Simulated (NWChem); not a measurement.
System: sulfur difluoride (SF$_{2}$); SMILES FSF

NWChem input:

```
start job
memory heap 200 mb stack 900 mb global 1100 mb
geometry units angstroms noautosym nocenter noautoz
  F      1.227542     0.000000    -0.496096
  S      0.000000     0.000000     0.548457
  F     -1.227542     0.000000    -0.496096
end
basis spherical
  F library 6-31g*
  S library 6-31g*
end
dft
  xc hfexch
  iterations 150
end
property
  efieldgrad
end
task dft property
```

Coordinates come from a PBE0/def2-SVP optimisation.

Vzz is the largest principal value of the second derivative of the potential at the nucleus (NWChem prints the opposite sign); η is the asymmetry. Non-relativistic.

Atoms are numbered as in the input.

Problem. Give the results of this calculation. (Hartree-Fock/6-31G* (spherical d).) Quantities: Vzz S2 (a.u.); η S2.

Solution. 
```
Item           Result
-------------  ------
Vzz S2 (a.u.)  -5.936
η S2             0.35
```
